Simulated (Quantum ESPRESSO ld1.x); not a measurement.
Problem. The mean radii <r> (bohr) of the occupied orbitals of an atom or ion are listed with their occupations. Method: scalar-relativistic Kohn-Sham, LDA (Slater exchange, Perdew-Wang correlation), spin-polarised, spherical densities, point nucleus; computed with ld1.x of Quantum ESPRESSO 7.5.

orbital  occ.      <r>
1s up       1  0.02276
1s down     1  0.02276
2s up       1  0.09707
2s down     1  0.09707
2p up       3  0.08550
2p down     3  0.08550
3s up       1   0.2553
3s down     1   0.2552
3p up       3   0.2536
3p down     3   0.2534
3d up       5   0.2312
3d down     5   0.2309
4s up       1   0.5797
4s down     1   0.5796
4p up       3   0.6138
4p down     3   0.6138
4d up       5   0.6713
4d down     5   0.6720
5s up       1    1.402
5s down     1    1.421
5p up       3    1.649
5p down     3    1.678
4f up       6   0.9870
6s up       1    3.815

Name the element and its charge. Open shells, if any, are filled with parallel spins first.

Solution. Z = 62, samarium, charge +1: Sm+ in [Xe] 4f6 6s1. The 1s radius gives Z: for a bare nucleus <r> = (2 gamma + 1)/(2Z) with gamma = sqrt(1 - (Z/c)^2), 0.02245 bohr for Z = 62, and screening makes it slightly larger (0.02276 here). The occupations add up to 61, and the charge is Z minus that.
